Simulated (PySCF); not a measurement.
A calculated (B97-3, PySCF 2.14, x2c-TZVPPall with one added diffuse shell each of s, p, d, f type, scalar relativity by spin-free X2C-1e) atom or ion has these occupied shells.

```
shell  electrons  orbital energy (eV)  rms radius, mean of both spins (bohr)
 1s α          1             -45054.4                                 0.0264
 1s β          1             -45054.3                                 0.0264
 2s α          1              -7371.9                                  0.107
 2s β          1              -7371.8                                  0.107
 2p α          3              -6592.1                                 0.0959
 2p β          3              -6592.1                                 0.0959
 3s α          1              -1635.2                                  0.278
 3s β          1              -1633.6                                  0.278
 3p α          3              -1388.2                                  0.278
 3p β          3              -1386.6                                  0.278
 3d α          5              -1045.1                                  0.256
 3d β          5              -1043.7                                  0.256
 4s α          1              -345.72                                  0.629
 4s β          1              -341.80                                  0.629
 4p α          3              -263.63                                  0.668
 4p β          3              -259.53                                  0.668
 4d α          5              -145.94                                  0.738
 4d β          5              -141.23                                  0.738
 5s α          1              -58.718                                   1.50
 5s β          1              -56.586                                   1.50
 5p α          3              -37.228                                   1.73
 5p β          3              -35.653                                   1.73
 4f α          4              -21.552                                   1.04
 6s α          1              -11.383                                   3.89
 6p α          1               -7.801                                   4.72
```

Question: Name the element and its charge.

Answer: Pm⁺ (promethium, charge +1), in [Xe] 4f4 6s1 6p1, one real determinant (an excited configuration).
